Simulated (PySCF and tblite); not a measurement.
C₆H₉NS, numbered as in [CH3:1][CH2:2][CH2:3][c:4]1[cH:5][n:6][cH:7][s:8]1.

Free energies: PBE0-D3(BJ)/pcSseg-1 on GFN2-xTB structures plus GFN2-xTB thermal terms, symmetry and mirror images included. Conformers within 2.5 kcal/mol (GFN2-xTB free energy) were kept, 4 at most. GIAO shieldings: PBE0/pcSseg-1. Shifts are against TMS (¹H), TMS (¹³C), NH3 (¹⁵N) at the same level. (PySCF 2.14, tblite 0.8.)

Torsions listed: C1–C2–C3–C4, C2–C3–C4–S8. Of a mirror pair one member is shown.

```json
{"conformer": "1", "shape": "64°, 67°", "symmetry": "C1 (pair)", "E(GFN2) kcal/mol": "0.00", "E(DFT) kcal/mol": "0.00"}
{"conformer": "2", "shape": "180°, -69°", "symmetry": "C1 (pair)", "E(GFN2) kcal/mol": "0.21", "E(DFT) kcal/mol": "0.59"}
{"conformer": "3", "shape": "-63°, 102°", "symmetry": "C1 (pair)", "E(GFN2) kcal/mol": "0.45", "E(DFT) kcal/mol": "0.88"}
```

**Question.** How much do the weights at 298.15 K and the averaged shift of C2 depend on how the conformers are weighted?

**Answer.** 
```csv
weighting,1 (%),2 (%),3 (%),δ (ppm),rms dipole (D)
"DFT energy with thermal terms, symmetry and mirror images (full scheme)",59,28,14,32.0,2.07
DFT energy with symmetry and mirror images,63,23,14,31.8,2.06
bare DFT energy,63,23,14,31.8,2.06
GFN2-xTB energy with symmetry and mirror images,46,32,21,32.2,2.07
GFN2-xTB free energy,42,38,20,32.4,2.07
leading conformer alone,100,0,0,30.7,2.04
equal weights,33,33,33,32.2,2.07
"full scheme, search stopped after three starts",68,32,0,32.2,2.07
```

The largest departure from the full scheme, 1.3 ppm, comes with: leading conformer alone.


¹⁵N shifts are against a computed isolated NH3 molecule, about 20 ppm from the liquid.